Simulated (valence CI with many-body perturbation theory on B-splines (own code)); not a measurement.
## Gd14+: M1 decay

Computed by relativistic CI+MBPT: four valence electrons over a frozen Dirac-Fock core [Kr] 4d10, a basis of 8 s, 8 p, 9 d, 9 f, 6 g, 3 h, 2 i functions for each j, with the one-electron correlation potential Σ1 (screened to all orders), the two-electron term Σ2, the three-electron term Σ3, Breit, model QED; selected single and double excitations, second order for the rest, scaled by the run's own slope (own B-spline code, finite nucleus).

No measured spectrum was set against this ion. As an estimate, terms of the open shell hold to a few per cent of their energy, and close levels can change places; configurations with another count of f electrons can be misplaced by thousands of cm⁻¹. Core correlation moves these levels by up to 44000 cm⁻¹, and in measured spectra 5 to 20 % of such shifts remained as error; rates that hang on mixing are uncertain with them.

Lines 1 to 50 of 119 in falling wavelength, among levels below 53367 cm⁻¹, chosen from the decays that carry over 1 % of a level's rate. Wavelengths and rates use the calculated energies, so an error of 2000 cm⁻¹ moves a line at 51380 Å by 100 % and its rate by three times that or more. S is in atomic units (e²a₀⁴ for E2 and M2, e²a₀⁶ for E3), for M1 in squared Bohr magnetons. Weak lines are less certain than strong ones. Lines between different terms over intervals too small for the method are left out, as are lines whose strength nearly cancels. Where a level lies close to another of its J and parity, the split of strength between their lines is uncertain. Intervals below about 2000 cm⁻¹, as at the head of this list, are uncertain by tens of per cent.

Names give the largest LS component (configuration and term), which can be under half, so a name can repeat, a term be missing and a line seem to break the LS rules; names also repeat where a configuration has a term twice. Letters in brackets count levels of one name in rising energy.

```
λ vac (Å)            Upper            Lower  Type   A (s⁻¹)  S (a.u.)
1.072e+05      4f³5s ⁵G°_3      4f³5s ⁵G°_2    M1  3.92e-02  1.26e+01
    70410      4f³5s ⁵F°_2      4f³5s ⁵F°_1    M1  1.74e-01  1.12e+01
    51380      4f³5s ³H°_4      4f³5s ⁵F°_4    M1  2.22e-01  1.00e+01
    49400      4f³5s ⁵F°_3      4f³5s ⁵F°_2    M1  5.37e-01  1.68e+01
    39410      4f³5s ⁵G°_4      4f³5s ⁵G°_3    M1  9.05e-01  1.85e+01
    35290      4f³5s ⁵I°_5      4f³5s ⁵I°_4    M1  1.34e+00  2.40e+01
    33430  4f³5s ⁵F°_5 [b]      4f³5s ³H°_4    M1  7.14e-01  1.09e+01
    31810         4f⁴ ⁵I_5         4f⁴ ⁵I_4    M1  1.87e+00  2.46e+01
    31170      4f³5s ³H°_4      4f³5s ⁵F°_3    M1  6.75e-01  6.82e+00
    30750      4f³5s ³H°_6  4f³5s ⁵F°_5 [b]    M1  4.22e-01  5.92e+00
    30390         4f⁴ ⁵I_6         4f⁴ ⁵I_5    M1  2.70e+00  3.66e+01
    30160         4f⁴ ⁵I_8         4f⁴ ⁵I_7    M1  1.43e+00  2.48e+01
    30010         4f⁴ ⁵I_7         4f⁴ ⁵I_6    M1  2.44e+00  3.67e+01
    28610      4f³5s ⁵S°_2      4f³5s ⁵F°_2    M1  4.21e-02  1.83e-01
    27990  4f³5s ³G°_4 [a]  4f³5s ³G°_3 [a]    M1  1.36e+00  9.94e+00
    27870      4f³5s ⁵I°_6      4f³5s ⁵I°_5    M1  3.46e+00  3.61e+01
    26360      4f³5s ⁵G°_5      4f³5s ⁵G°_4    M1  2.65e+00  1.98e+01
    25250      4f³5s ⁵I°_7      4f³5s ⁵I°_6    M1  4.10e+00  3.67e+01
    24300      4f³5s ³F°_2      4f³5s ⁵G°_3    M1  8.06e-02  2.15e-01
    24110      4f³5s ⁵I°_8      4f³5s ⁵I°_7    M1  2.84e+00  2.51e+01
    22670  4f³5s ⁵F°_5 [b]  4f³5s ⁵F°_5 [a]    M1  1.73e+00  8.22e+00
    22470      4f³5s ⁵G°_4  4f³5s ⁵F°_5 [b]    M1  1.10e-01  4.15e-01
    22320  4f³5s ³G°_3 [a]      4f³5s ⁵G°_2    M1  1.28e+00  3.69e+00
    20390      4f³5s ⁵G°_3      4f³5s ³H°_4    M1  3.13e-01  6.89e-01
    20340      4f³5s ⁵S°_2      4f³5s ⁵F°_1    M1  5.63e-02  8.79e-02
    19600      4f³5s ³F°_3      4f³5s ³F°_2    M1  2.48e+00  4.86e+00
    17640      4f³5s ³F°_3  4f³5s ³G°_3 [a]    M1  7.51e-01  1.07e+00
    17600      4f³5s ¹H°_5      4f³5s ³H°_6    M1  9.80e-01  2.18e+00
    17510      4f³5s ⁵G°_2      4f³5s ⁵S°_2    M1  2.54e-03  2.53e-03
    16900      4f³5s ³I°_7      4f³5s ³I°_6    M1  4.64e+00  1.24e+01
    15980      4f³5s ³I°_6      4f³5s ³I°_5    M1  6.28e+00  1.23e+01
    15030      4f²5s² ³H_5      4f²5s² ³H_4    M1  7.41e+00  1.03e+01
    14600      4f³5s ⁵G°_3      4f³5s ⁵F°_4    M1  1.19e+00  9.57e-01
    14040  4f³5s ³G°_4 [a]      4f³5s ⁵G°_3    M1  5.51e-01  5.09e-01
    13930      4f³5s ⁵G°_2      4f³5s ⁵F°_3    M1  9.09e-03  4.55e-03
    13440      4f³5s ⁵G°_4      4f³5s ³H°_4    M1  1.63e+00  1.32e+00
    13050      4f³5s ³H°_6  4f³5s ⁵F°_5 [a]    M1  3.07e+00  3.29e+00
    12330      4f³5s ⁵G°_3      4f³5s ⁵F°_3    M1  1.14e-01  5.54e-02
    12130      4f³5s ⁵G°_5  4f³5s ⁵F°_5 [b]    M1  2.23e+00  1.63e+00
    11830  4f³5s ³G°_3 [a]      4f³5s ³H°_4    M1  1.35e-01  5.81e-02
    11280      4f³5s ⁵G°_4  4f³5s ⁵F°_5 [a]    M1  7.10e-01  3.40e-01
    11190      4f³5s ¹H°_5  4f³5s ⁵F°_5 [b]    M1  3.90e-01  2.23e-01
    11010      4f³5s ⁵F°_4      4f³5s ³I°_5    M1  7.31e-01  3.25e-01
    10860      4f³5s ⁵G°_2      4f³5s ⁵F°_2    M1  2.40e-02  5.70e-03
    10850      4f³5s ³F°_3      4f³5s ⁵G°_3    M1  5.94e-01  1.97e-01
    10650      4f³5s ⁵G°_4      4f³5s ⁵F°_4    M1  1.58e-01  6.37e-02
    10410  4f³5s ⁵F°_5 [a]      4f³5s ³I°_5    M1  1.85e+00  8.52e-01
     9864      4f³5s ⁵G°_3      4f³5s ⁵F°_2    M1  2.99e-01  7.44e-02
     9617  4f³5s ³G°_3 [a]      4f³5s ⁵F°_4    M1  8.23e-01  1.90e-01
     9449      4f³5s ³I°_5      4f³5s ⁵I°_6    M1  9.97e-01  3.43e-01
```
